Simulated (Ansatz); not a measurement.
Basis sets compared for the cluster Zn₆O₅. The state is a singlet with charge 0. Geometry r2SCAN-D4/def2-SVP. Ansatz on 4 threads of Arm Neoverse N1 on a shared host; times are rough, and most runs start from earlier orbitals.

```xyz
11

Zn   -1.353   -1.848    1.772
Zn    1.831    0.733   -0.893
Zn    1.440   -1.487    1.046
Zn    3.954    1.727   -2.058
Zn   -0.969    1.654   -1.261
Zn   -2.858    0.112    0.331
O     0.720    1.876   -1.694
O    -2.664    1.428   -0.824
O    -2.977   -1.218    1.487
O     2.579   -0.554    0.085
O     0.295   -2.424    2.008
```

Another isomer (singlet) lies 0.56 eV lower at PBE0-D4/def2-TZVP; other spin states weren't run for this one.

Binding counts from free atoms (Zn singlet, O triplet) in the same basis, without a counterpoise term.

| level | functions | energy (Eh) | HOMO (eV) | LUMO (eV) | binding per atom (eV) | wall time |
| --- | --- | --- | --- | --- | --- | --- |
| PBE-D4/def2-SVP | 256 | -11048.8223 | -5.47 | -2.74 | 2.78 | 11 s |
| PBE0-D4/def2-SVP | 256 | -11048.9381 | -6.62 | -2.02 | 2.54 | 27 s |

Task: Estimate the rows for PBE-D4/def2-TZVP (with forces), PBE0-D4/def2-TZVP.

Result: 
```json
{"level": "PBE-D4/def2-TZVP (with forces)", "functions": "443", "energy (Eh)": "-11050.9041", "HOMO (eV)": "-6.17", "LUMO (eV)": "-3.17", "binding per atom (eV)": "2.66", "wall time": "31 s"}
{"level": "PBE0-D4/def2-TZVP", "functions": "443", "energy (Eh)": "-11050.9611", "HOMO (eV)": "-7.01", "LUMO (eV)": "-2.39", "binding per atom (eV)": "2.48", "wall time": "81 s"}
```
